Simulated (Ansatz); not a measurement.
A CCSD(T) single point on `CC(C)O[Si]Cl`.

```yaml
crystal:
  periodic: [false, false, false]
  atoms:
    - {symbol: C, position_ang: [-0.081954, -1.252838, 0.954555]}
    - {symbol: C, position_ang: [0.113051, 0.010146, 0.147128]}
    - {symbol: C, position_ang: [0.195553, -0.247331, -1.341299]}
    - {symbol: O, position_ang: [-0.998349, 0.873892, 0.404038]}
    - {symbol: Si, position_ang: [-1.227060, 2.465064, 0.621079]}
    - {symbol: Cl, position_ang: [0.730697, 3.255518, 0.430027]}
    - {symbol: H, position_ang: [-0.996826, -1.764811, 0.647508]}
    - {symbol: H, position_ang: [0.761874, -1.929841, 0.804411]}
    - {symbol: H, position_ang: [-0.154444, -1.024542, 2.019258]}
    - {symbol: H, position_ang: [1.022404, 0.523744, 0.475801]}
    - {symbol: H, position_ang: [1.029464, -0.917113, -1.562426]}
    - {symbol: H, position_ang: [-0.726575, -0.711714, -1.698656]}
    - {symbol: H, position_ang: [0.352464, 0.685126, -1.886725]}
basis:
  gaussian: {orbitals: def2-TZVPP}
correlation: {method: ccsd_t}
output: {orbitals: {seedname: orbitals}}
```

```sh
$ ansatz run in.yaml --threads 4 --pin off --events-out ev --progress --plain --max-ram 11315MiB
```

Output of Ansatz, abridged:

```
Functional definition: HF
1804 factors; integrals over basis functions are off by at most 1.2e-3 eV
mean field evaluation 1: about -25604.8474 eV, gradient 4.4e1 eV
mean field evaluation 2: about -25605.1736 eV, gradient 4.4e1 eV
mean field evaluation 4: about -25609.8269 eV, gradient 5.9e0 eV
mean field evaluation 8: about -25609.9368 eV, gradient 3.8e-1 eV
mean field evaluation 16: about -25609.9379 eV, gradient 1.6e-6 eV
mean field -25609.93785097 eV, -941.1478569837 hartree, gradient 1.6e-6 eV, S^2 0.000000; 0 other end points of the search recorded, 0 dependent functions left out
14 core orbitals not correlated: weight in the atoms' cores, before any rotation towards them, 1.000 or more for the frozen orbitals, at most 0.000 for the correlated occupied ones
reference -25609.93785097 eV, -941.1478569837 hartree; 18, 18 occupied and 274, 274 virtual orbitals, 1804 factors
second order -28.49245757 eV of doubles, -0.00000000 eV of singles
cycle   1  -29.19912736 eV  change   -7.1e-1 eV  update   1.2e-1
cycle   2  -29.89614381 eV  change   -7.0e-1 eV  update   3.9e-2
cycle   3  -30.07657214 eV  change   -1.8e-1 eV  update   2.2e-2
cycle   4  -30.06184350 eV  change    1.5e-2 eV  update   5.3e-3
cycle   5  -30.05748079 eV  change    4.4e-3 eV  update   2.6e-3
cycle   6  -30.05832332 eV  change   -8.4e-4 eV  update   8.5e-4
cycle   7  -30.05788465 eV  change    4.4e-4 eV  update   3.7e-4
cycle   8  -30.05784721 eV  change    3.7e-5 eV  update   1.1e-4
cycle   9  -30.05789572 eV  change   -4.9e-5 eV  update   4.6e-5
cycle  10  -30.05788205 eV  change    1.4e-5 eV  update   1.5e-5
perturbative correction -1.25690570 eV, -0.0461904325 hartree
Total energy: -25641.25263872 eV, -942.2986542076 hartree
```

Hardware: 4 threads of an Arm Neoverse V2 on a shared host. Wall time 17 min, peak host memory 4.3 GiB.

Correlation energy per correlated electron: -0.870 eV. T1 diagnostic: 0.0128.
